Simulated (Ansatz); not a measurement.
The same path of BF2H + H2O (7 atoms, charge 0, multiplicity 1) was run twice with different band settings. Lost on the way: B1–H2, O5–H7. Made: B1–O5, H2–H7.

These are results of RKS B3LYP-D4/6-31G* in Ansatz 0.2.0, not measurements.

Relaxed end points:

```xyz
7
Properties=species:S:1:pos:R:3
B 0.021 0.132 0.140
H 0.455 0.780 1.042
F 0.820 -0.146 -0.917
F -1.306 0.184 -0.125
O 0.052 -1.616 0.929
H 0.480 -2.145 0.233
H -0.887 -1.876 0.916
```

```xyz
7
Properties=species:S:1:pos:R:3
B -0.033 -0.524 -0.842
H -0.001 -0.127 2.972
F 0.917 0.217 -1.388
F -1.306 -0.216 -1.092
O 0.307 -1.569 -0.052
H -0.468 -2.036 0.291
H 0.220 -0.432 2.331
```

Common settings: movable images 5; climbing image yes; optimiser quadratic models (default); start path through a guess of the saddle point; force threshold 0.05 eV/Å; iteration limit 60; end points relaxed.

| run | spring |
| --- | --- |
| 1 | 5.0 eV/Å² |
| 2 | 20.0 eV/Å² |

Question: What does each run give, and how far can it be trusted?

Answer: Run 1: converged after 13 iterations, highest image 1.276 eV above the first end. Neighbouring images differ by up to 2.0 eV, so the band resolves the path poorly. A vibrational analysis at the climbing image gives one clearly imaginary mode, 1511i cm⁻¹: a first-order saddle point.
Run 2: converged after 14 iterations, highest image 1.276 eV above the first end. Neighbouring images differ by up to 2.0 eV, so the band resolves the path poorly. Another band between the same ends (5 images) ends at a top of the same energy, where a vibrational analysis finds 1 clearly imaginary mode.
The orbitals stay closed-shell, which can raise the energy where a bond breaks towards radicals; this wasn't checked here.
